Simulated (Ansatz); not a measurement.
One change: `CCBS` becomes `CCB(O)S`.

Ansatz, PBE0-D4/def2-TZVP geometries, multiplicity 1. Each molecule was computed in one conformer, which needn't be the lowest.

```json
{"property": "HOMO–LUMO gap (ωB97M-V/def2-TZVPP) / eV", "`CCBS`": "11.44"}
{"property": "size of the dipole moment (ωB97M-V/def2-TZVPP) / D", "`CCBS`": "1.30"}
{"property": "zero-point energy (PBE0-D4/def2-TZVP) / kJ/mol", "`CCBS`": "230.9"}
{"property": "ideal-gas entropy at 298 K and 1 bar (rigid rotor, harmonic PBE0-D4/def2-TZVP) / J/(mol·K)", "`CCBS`": "321"}
{"property": "LUMO energy (PBE/def2-TZVPP) / eV", "`CCBS`": "-1.77"}
{"property": "HOMO energy (PBE/def2-TZVPP) / eV", "`CCBS`": "-6.93"}
```

Problem. Give the same properties after the change, and the shifts. (Best estimate.)

Solution. Computed: 
```tsv
property	`CCB(O)S`	shift
HOMO–LUMO gap (ωB97M-V/def2-TZVPP) / eV	11.58	0.14
size of the dipole moment (ωB97M-V/def2-TZVPP) / D	0.28	-1.02
zero-point energy (PBE0-D4/def2-TZVP) / kJ/mol	248.5	17.6
ideal-gas entropy at 298 K and 1 bar (rigid rotor, harmonic PBE0-D4/def2-TZVP) / J/(mol·K)	345	24
LUMO energy (PBE/def2-TZVPP) / eV	-0.73	1.04
HOMO energy (PBE/def2-TZVPP) / eV	-6.37	0.56
```

With PBE0 the HOMO rises by 0.48 eV and the LUMO rises by 0.98 eV, so the gap widens by about 0.50 eV. PBE moves the HOMO by 0.56 eV and ωB97M-V by 0.47 eV. The zero-point energy changes by 17.6 kJ/mol with +3 modes. Dipoles are sizes alone; their direction can turn. Modes under 60 cm⁻¹, often nearly free rotors, make the harmonic entropy too high.
